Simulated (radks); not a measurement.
Question: Neutral terbium: order these configurations by energy. Calculated with a radial shooting solver on a logarithmic mesh with Libxc functionals: non-relativistic Kohn-Sham, PBE, spin-polarised, spherical densities, point nucleus. Open shells are filled with parallel spins first. [Xe] 4f8 5d1 6s2; [Xe] 4f8 6s2 6p1; [Xe] 4f9 5d1 6s1; [Xe] 4f9 6s1 6p1; [Xe] 4f9 6s2.

Answer: From the lowest, in eV above it: [Xe] 4f9 6s2 0.000; [Xe] 4f9 5d1 6s1 1.045; [Xe] 4f9 6s1 6p1 1.614; [Xe] 4f8 5d1 6s2 4.494; [Xe] 4f8 6s2 6p1 7.191.
